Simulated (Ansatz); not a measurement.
Worked example: GeH2(GeH3)Cl + Al(CH3)(SH) → GeH(GeH3)Cl + AlH(CH3)(SH)

Species: GeH2(GeH3)Cl, singlet; Al(CH3)(SH), doublet; GeH(GeH3)Cl, doublet; AlH(CH3)(SH), singlet. A radical takes H: the energy is the difference in strength between the Ge–H bond broken and the Al–H bond made.

Shapes, held fixed at every level: PBE0-D4/def2-TZVP. Flexible molecules stand in one conformer, not always the lowest. Programs: Ansatz 0.2.0. The zero-point and thermal change to 298 K, harmonic and unscaled (PBE0-D4/def2-TZVP), is -3.4 kJ/mol.

At CCSD(T)/def2-TZVPP; 1 Eh = 2625.50 kJ/mol:

```
     species   energy (Eh)
GeH2(GeH3)Cl  -4613.980521
 Al(CH3)(SH)   -680.177487
 GeH(GeH3)Cl  -4613.343899
AlH(CH3)(SH)   -680.815769
```

Question: Work out ΔH(298 K) of the reaction at this level.

Answer: 
1. Products less reactants: (-4613.343899) + (-680.815769) − [(-4613.980521) + (-680.177487)] = -0.001660 Eh = -4.4 kJ/mol.
2. With the thermal change: -4.4 + (-3.4) = -7.8 kJ/mol.

Other levels give -23.2 (wB97M-V/def2-TZVPP) to -3.4 kJ/mol (MP2/def2-TZVPP). No measured value is set beside it here. Open shells run unrestricted. Relativity is left out for Ge. Outer-core shells of Ge are correlated, in sets that cover them unevenly.
